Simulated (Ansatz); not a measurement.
Computed with Ansatz on PBE0-D4/def2-TZVP structures; ΔE is electronic, products minus reactants. CBS: MP2 limit from def2 TZ/QZ plus the TZ coupled-cluster correction, frozen cores. Functionals use def2-TZVPP. B3LYP here is the variant with VWN-RPA as its local correlation; programs differ in this. For Ge outer-core shells are correlated without core-valence functions, which leaves a few kJ/mol of doubt a bond. Scalar relativity is left out up to krypton. Each species was taken in one conformer, which may not be the lowest.

Reaction (substitution at a C–N bond): `C=C[N]([GeH3])[SiH2]Cl` + `CC(O)F` → `C=COC(C)F` + `Cl[SiH2][NH][GeH3]`

`C=C[N]([GeH3])[SiH2]Cl`:

Cartesian coordinates in Å:
```
C 0.563 -0.006 -2.141
C -0.379 -0.165 -1.213
N -0.260 0.069 0.156
Ge 1.379 0.657 0.823
Si -1.531 -0.395 1.212
Cl -1.332 -2.330 1.899
H 0.332 -0.204 -3.178
H 1.572 0.319 -1.914
H -1.367 -0.502 -1.523
H 2.467 -0.371 0.486
H 1.703 2.015 0.184
H 1.172 0.777 2.337
H -1.511 0.473 2.406
H -2.808 -0.337 0.467
```

`CC(O)F`:

Z-matrix (Å, degrees):
```
C
C 1 1.500
H 1 1.091 2 109.3
H 1 1.091 2 110.0 3 119.6
H 1 1.090 2 110.0 3 -120.1
O 2 1.377 1 109.2 3 -56.3
F 2 1.391 1 109.1 3 63.2
H 2 1.098 1 112.4 3 179.2
H 6 0.962 2 108.9 1 -174.9
```

`C=COC(C)F`:

```xyz
13

C     1.712    1.207   -0.754
C     0.449    1.518   -0.499
O    -0.567    0.680   -0.160
C    -0.246   -0.625    0.175
C    -1.444   -1.270    0.804
F     0.100   -1.325   -0.965
H     2.402    2.006   -0.985
H     2.085    0.192   -0.771
H     0.084    2.538   -0.539
H     0.640   -0.633    0.821
H    -1.221   -2.312    1.035
H    -1.708   -0.749    1.725
H    -2.287   -1.226    0.114
```

`Cl[SiH2][NH][GeH3]`:

Cartesian coordinates in Å:
```
Cl -1.638 -1.846 -1.452
Si -1.500 -0.377 0.001
N 0.052 -0.221 0.678
Ge 1.500 0.622 -0.100
H -1.853 0.888 -0.677
H -2.469 -0.758 1.053
H 0.290 -0.870 1.414
H 0.917 1.570 -1.154
H 2.446 -0.402 -0.753
H 2.255 1.395 0.992
```

```csv
level,ΔE (kJ/mol)
ωB97X-V,9.8
B2PLYP,11.0
PBE,12.4
r2SCAN,10.8
PBE0,12.0
B3LYP,6.5
HF/def2-TZVPP,-1.2
HF/CBS(def2),-1.5
```

What does CCSD(T)/CBS give? (An estimate is asked.)

Computed: +16.6 kJ/mol. The listed levels differ from it by -6.8, -5.6, -4.2, -5.8, -4.6, -10.1, -17.8, -18.1 kJ/mol.

Largest T1 diagnostic among the species: 0.012.

In def2-TZVPP, CCSD(T) changes the Hartree–Fock value by +16.0 kJ/mol (the triples alone add +2.1 kJ/mol) and MP2 by +22.2 kJ/mol. The D4 term adds +8.3 kJ/mol with B3LYP and +4.6 kJ/mol with PBE0; it sums over pairs of atoms, weighted by their polarisabilities, and B3LYP, whose exchange is more repulsive, gets the larger term.

CCSD(T)/CBS has its own doubt, a few kJ/mol and more with outer-core shells, so smaller differences from it don't rank the levels.
